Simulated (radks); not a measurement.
The numbers below are computed, except where a source is named.
Task: Ge21+, 11 electrons, occupied as [Ne] 3s1 (the NIST ground configuration). Level of theory: scalar-relativistic Kohn-Sham, BLYP, spin-polarised, spherical densities, finite nucleus; open shells are filled with parallel spins first; Fermi nuclear charge, rms radius 4.0742 fm (a radial shooting solver on a logarithmic mesh with Libxc functionals). Some entries of the table are withheld. Estimate them.

orbital  occ.  eigenvalue (hartree)  <1/r> (bohr^-1)
1s up       1             -436.2959            32.39
1s down     1             -436.2495            32.39
2s up       1             -82.11391            7.225
2s down     1             -82.05742            7.227
2p up       3                   (1)              (2)
2p down     3                   (3)              (4)
3s up       1             -31.76540            2.863
3s down     0             -31.44792            2.863

Result: 
(1) 2p up eigenvalue (hartree): -76.08023
(2) 2p up <1/r> (bohr^-1): 7.075
(3) 2p down eigenvalue (hartree): -76.02872
(4) 2p down <1/r> (bohr^-1): 7.077
